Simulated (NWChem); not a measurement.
System: C$_{2}$H$_{5}$BF$_{2}$O; SMILES OB([C@@H](C)F)F

```xyz
11

C     -1.2262    -1.3589    -0.4519
C     -0.1467    -0.6994     0.3786
F      1.0788    -1.3400     0.1478
B      0.0651     0.8419     0.0670
O      1.2560     1.3048    -0.3380
F     -0.9465     1.6913     0.2054
H     -1.0051    -1.2758    -1.5270
H     -1.3184    -2.4266    -0.2028
H     -2.1952    -0.8731    -0.2640
H     -0.3794    -0.8301     1.4525
H      1.8821     0.5690    -0.3887
```
Atoms are numbered in this order, from 1.

Geometry: optimised at PBE0/def2-SVP.

Question: Give the principal values of the shielding tensors (ppm) of C1, C2, F3, B4, O5 from B3LYP/6-31G* (spherical d), GIAO (NWChem), with their diamagnetic and paramagnetic parts as GIAO splits them.

Answer: 
```
atom    σ11    σ22    σ33  isotropic  diamagnetic  paramagnetic
----  -----  -----  -----  ---------  -----------  ------------
C1    156.0  174.6  186.9      172.5        250.3         -77.7
C2     75.3   90.9  175.3      113.8        245.9        -132.1
F3    406.7  412.2  447.4      422.1        472.3         -50.1
B4     62.9   90.8   99.0       84.2        198.1        -113.8
O5     60.5  250.5  314.2      208.4        390.6        -182.2
```
